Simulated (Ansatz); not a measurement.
Reaction: C2H5Ge (SMILES [C]([GeH3])=C, doublet) → C2H5Ge (SMILES [H]/[C]=[CH]/[GeH3], doublet)
Each species at its own B3LYP-D3(BJ)/def2-TZVP minimum (Ansatz, a first-principles code).

Total energies in hartree (Ansatz). UHF or UKS for unpaired electrons; spin-orbit terms are left out. Cores are frozen in correlated methods (noble-gas shells, and filled d and f shells in the p block). No relativity. The UHF reference of C2H5Ge (C=[C][GeH3], doublet) is spin-contaminated (<S^2> up to 0.19 over the pure value in the sets run). The UHF reference of C2H5Ge ([H]/[C]=[CH]/[GeH3], doublet) is spin-contaminated (<S^2> up to 0.17 over the pure value in the sets run).

```tsv
species	HF/cc-pVTZ	CCSD(T)/cc-pVTZ	HF/cc-pVQZ	CCSD(T)/cc-pVQZ	CCSD(T)/cc-pVDZ	CCSDT(Q)/cc-pVDZ
1: C2H5Ge (SMILES C=[C][GeH3], doublet)	-2153.99360	-2154.46571	-2154.00244	-2154.49812	-2154.29239	-2154.29493
2: C2H5Ge (SMILES [H]/[C]=[CH]/[GeH3], doublet)	-2153.98508	-2154.45797	-2153.99392	-2154.49047	-2154.28439	-2154.28687
```

Problem. Work out the isomerisation energy (electronic) in kcal/mol: take Hartree-Fock from cc-pVQZ, extrapolate the CCSD(T) correlation energy as X^-3 (X = 3, 4), and add CCSDT(Q) - CCSD(T) in cc-pVDZ. 1 hartree = 627.51 kcal/mol.

Solution. 
Species 1: correlation (64·(-0.49568) - 27·(-0.47211))/37 = -0.51288; step -0.00254; E1 = -2154.00244 + (-0.51288) + (-0.00254) = -2154.51786
Species 2: correlation (64·(-0.49655) - 27·(-0.47289))/37 = -0.51382; step -0.00248; E2 = -2153.99392 + (-0.51382) + (-0.00248) = -2154.51022
-1·E1 +1·E2 = 0.00764 hartree = 4.8 kcal/mol.
